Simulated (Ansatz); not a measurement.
Two isomers of C2H7NOSi: A = `CC(=O)[SiH2]N`, B = `N[Si]1(O)CC1`.

Gas-phase electronic energies from Ansatz, PBE0-D4/def2-TZVP geometries. CCSD(T)/CBS is the MP2 limit (def2-TZVPP, def2-QZVPP) plus CCSD(T) − MP2 in def2-TZVPP, frozen cores. DFT in def2-TZVPP. B3LYP here is the variant with VWN-RPA as its local correlation; programs differ in this. One conformer a species, not always the lowest.

A:

```xyz
12

C     1.9961   -0.3356   -0.1282
C     0.7124    0.2021    0.4428
O     0.6951    0.8597    1.4608
Si   -0.9642   -0.1509   -0.4624
N    -2.3376    0.4860    0.3346
H     2.8465   -0.0393    0.4873
H     2.1293    0.0306   -1.1514
H     1.9433   -1.4273   -0.1917
H    -1.1089   -1.6274   -0.5751
H    -0.8594    0.4511   -1.8192
H    -2.4304    1.4883    0.3978
H    -2.6223    0.0626    1.2045
```

B:

Z-matrix (Å, degrees):
```
Si
O 1 1.639
C 1 1.816 2 115.3
N 1 1.705 2 110.6 3 -152.4
C 1 1.818 2 122.1 3 59.6
H 2 0.959 1 115.4 3 -162.9
H 3 1.086 1 121.2 2 7.6
H 3 1.086 1 121.0 2 -143.5
H 4 1.007 1 121.3 2 61.3
H 4 1.006 1 119.6 2 -151.2
H 5 1.087 1 122.4 2 156.8
H 5 1.086 1 120.3 2 5.4
```

Question: Which isomer does CCSD(T)/CBS put lower? Give the gap. (Estimate.)

Answer: Computed: B, by 23.9 kcal/mol.

Question: Give E(B) − E(A) in kcal/mol with B3LYP-D4, CCSD(T)/def2-TZVPP, PBE-D4, HF/def2-TZVPP, CCSD/def2-TZVPP, PBE0-D4, B3LYP. (Best estimate.)

Answer: Ansatz gave: B3LYP-D4 -19.3, CCSD(T)/def2-TZVPP -22.6, PBE-D4 -20.7, HF/def2-TZVPP -16.6, CCSD/def2-TZVPP -22.9, PBE0-D4 -23.9, B3LYP -18.8. None reverses the order clearly.

Largest T1 diagnostic: 0.014.

In def2-TZVPP, CCSD(T) changes the Hartree–Fock value by −6.0 kcal/mol (the triples alone add +0.3 kcal/mol) and MP2 by −10.0 kcal/mol. From PBE to PBE0 (25 % exact exchange), in def2-TZVPP and without D4, E(B) − E(A) moves by −3.3 kcal/mol.
